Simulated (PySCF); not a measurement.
PBE0 on Ru⁻ (ruthenium, charge -1), [Kr] 4d7 5s2, high-spin 4F determinant. All numbers are calculated (PySCF 2.14, a scalar-relativistic core potential, in aug-cc-pVTZ-PP with ECP28MDF (6s6p5d3f2g, 88 functions)).

```
cycle= 1 E= -94.5108694159596  delta_E= -0.0156  |g|= 0.0353  |ddm|= 1.02
cycle= 2 E= -94.5116116669361  delta_E= -0.000742  |g|= 0.0248  |ddm|= 0.269
cycle= 3 E= -94.5118467709343  delta_E= -0.000235  |g|= 0.013  |ddm|= 0.11
cycle= 4 E= -94.511960258417  delta_E= -0.000113  |g|= 0.00179  |ddm|= 0.0581
cycle= 5 E= -94.5119752076003  delta_E= -1.49e-05  |g|= 0.000508  |ddm|= 0.0306
cycle= 6 E= -94.5119759569629  delta_E= -7.49e-07  |g|= 5.29e-05  |ddm|= 0.00806
cycle= 7 E= -94.5119759604533  delta_E= -3.49e-09  |g|= 5.66e-06  |ddm|= 0.000427
cycle= 8 E= -94.51197596048  delta_E= -2.67e-11  |g|= 3.65e-07  |ddm|= 2.55e-05
converged SCF energy = -94.51197596048  <S^2> = 3.7947803  2S+1 = 4.0223278
```

Highest occupied orbital energy: 0.615 eV; ⟨L²⟩ = 12.03; populations by l: s 4.00, p 6.00, d 7.00, f 0.00.

Can this result be used?

With care. The run converged. Energies and moments cover only the electrons outside the core potential. At PBE0 the highest occupied level has a positive energy, so only the finite basis holds that electron; in a semilocal or global hybrid functional this comes from self-interaction and does not mean that the real anion is unbound.
